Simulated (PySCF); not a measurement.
H2S2, SMILES SS.

The structure is a stationary point at PBE0-D3(BJ)/def2-TZVP.

Method: r2SCAN/def2-TZVPD in PySCF.

Symmetry labels are those of the subgroup C2 that the program uses (full group C2).

### Question
List the valence orbital energies around the gap with their symmetry. (Estimate from the structure and the level; the computed values follow.)

### Answer

| orbital | symmetry | energy (eV) |
|---|---|---|
| HOMO−7 | A | -158.24 |
| HOMO−6 | A | -21.11 |
| HOMO−5 | B | -17.35 |
| HOMO−4 | A | -11.85 |
| HOMO−3 | B | -10.48 |
| HOMO−2 | A | -9.25 |
| HOMO−1 | B | -6.63 |
| HOMO | A | -6.61 |
| LUMO | B | -1.81 |
| LUMO+1 | A | -0.41 |
| LUMO+2 | B | -0.09 |
| LUMO+3 | B | 1.34 |
